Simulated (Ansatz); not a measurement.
Reaction (cleavage of the Si–Si bond): `F[SiH](Cl)[SiH2][SiH3]` + `OBS` → `OBS[SiH3]` + `F[SiH]([SiH3])Cl`

Calculated with Ansatz (gas phase, PBE0-D4/def2-TZVP geometries, no zero-point term in ΔE). CBS: MP2 limit from def2 TZ/QZ plus the TZ coupled-cluster correction, frozen cores. One conformer a species, not always the lowest.

`F[SiH](Cl)[SiH2][SiH3]`:

Cartesian coordinates in Å:
```
F 1.763 -1.447 -1.188
Si 0.916 -1.650 0.152
Cl 0.311 -3.605 0.219
Si -0.931 -0.219 0.120
Si -0.226 1.988 -0.214
H 1.842 -1.437 1.289
H -1.619 -0.356 1.433
H -1.852 -0.657 -0.962
H 0.431 2.106 -1.541
H 0.749 2.359 0.845
H -1.383 2.919 -0.153
```

`OBS`:

```xyz
6

O    -0.292   -1.026    1.046
B    -0.351    0.018    0.190
S     1.019    0.396   -0.934
H     0.520   -1.540    1.011
H    -1.338    0.689    0.193
H     0.441    1.462   -1.507
```

`OBS[SiH3]`:

Z-matrix (Å, degrees):
```
Si
S 1 2.136
H 1 1.493 2 110.4
H 1 1.481 2 108.8 3 -119.0
H 1 1.483 2 111.1 3 119.9
B 2 1.826 1 104.8 3 -18.1
O 6 1.345 2 127.3 1 3.2
H 6 1.193 2 114.5 1 -177.3
H 7 0.964 6 114.8 2 1.8
```

`F[SiH]([SiH3])Cl`:

Cartesian coordinates in Å:
```
F 0.672 2.109 0.427
Si -0.418 0.942 0.450
Si 0.428 -0.957 -0.623
Cl -0.809 0.483 2.408
H -1.664 1.496 -0.129
H 0.748 -0.641 -2.040
H -0.608 -2.021 -0.574
H 1.652 -1.411 0.083
```

```tsv
species	SCS-MP2/def2-TZVPP energy (Eh)
`F[SiH](Cl)[SiH2][SiH3]`	-1430.25375
`OBS`	-499.47687
`OBS[SiH3]`	-789.73370
`F[SiH]([SiH3])Cl`	-1140.01497
```

Task: Work out ΔE.

Result: ΔE = (-789.73370) + (-1140.01497) − (-1430.25375) − (-499.47687) = -0.01805 Eh = -47.4 kJ/mol. CCSD(T)/CBS gives -42.6 kJ/mol.

Largest T1 diagnostic among the species: 0.014.
